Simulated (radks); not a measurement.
Fractional charge and spin in the 2s shell of magnesium: the spin-up occupation runs from 0 to 1 and the spin-down occupation from 0 to 1; the fullest corner is Mg3+, [He] 2p(up 2.5, down 2.5) 2s(up 1, down 1). Calculated with a radial shooting solver on a logarithmic mesh with Libxc functionals: scalar-relativistic Kohn-Sham, SCAN, spin-polarised, spherical densities, finite nucleus; meta-GGA in the generalised Kohn-Sham scheme; Fermi nuclear charge, rms radius of each element as measured or else 0.836 A^(1/3) + 0.57 fm. Energy (eV) above the fullest corner. The planes named below are the two flat planes that join the four corners, with an edge along up + down = one added electron.

\begin{tabular}{lrrr}
down \ up & 0 & 0.5 & 1 \\ \hline
0 & 326.005 & 232.367 & 146.181 \\
0.5 & 232.367 & 147.407 & 69.622 \\
1 & 146.181 & 69.622 & 0.000 \\
\end{tabular}

Corners above the fullest one (they belong to Mg4+ and the next ion): (up 1, down 0) 146.18 eV, (up 0, down 1) 146.18 eV, (up 0, down 0) 326.01 eV. With half an added electron in each spin the energy lies 1.226 eV from the planes, and with half an added electron in spin up alone -3.726 eV. The planes are only a guide here: the flat-plane condition holds for ground states with one frontier orbital, while this shell lies below other occupied shells, so the corners above the fullest one are inner-hole states and not the ground states of those ions.
